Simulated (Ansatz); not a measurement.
Job for Ansatz (an electronic-structure program): R-B3LYP/def2-TZVPP on MgBe, 2S+1 = 1, a spin state set in the input, which need not be the lowest, a point of a bond scan (R = 3.065 Å).

Ansatz 0.2 input:
```yaml
crystal:
  periodic: [false, false, false]
  atoms:
    - {symbol: Be, position_ang: [0.00000000, 0.00000000, 0.00000000]}
    - {symbol: Mg, position_ang: [0.00000000, 0.00000000, 3.06480900]}
basis:
  gaussian:
    orbitals: def2-TZVPP
    pivot_positions_ang: [[0.00000000, 0.00000000, 0.00000000], [0.00000000, 0.00000000, 3.06480900]]
hamiltonian:
  xc: {name: B3LYP}
output: {forces: true, orbitals: {seedname: ./end}}
```

Problem. What total energy does the run end on?

Solution. -214.7658 hartree.
